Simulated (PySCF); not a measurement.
GaF2Br, SMILES [F][Ga]([Br])[F].

Geometry optimised at PBE0-D3(BJ)/def2-SVP. The structure was generated by enumeration; whether it is a known compound was not checked.

All values below come from PBE0/def2-TZVPD (PySCF).

The molecule is in vacuum.

| Item | Result |
|---|---|
| total energy | -4698.19003 hartree |
| point group | C2v |
| highest occupied level | -9.45 eV |
| lowest empty level | -2.37 eV |
| orbital gap | 7.08 eV |
| dipole moment | 1.44 D |
| quadrupole, principal values (traceless, Buckingham form, about the centre of nuclear charge) | -5.95, -2.49, 8.44 D·Å |
| mean static polarisability | 46.0 bohr³ (6.82 Å³) |
| polarisability, principal values | 37.1, 43.2, 57.8 bohr³ |
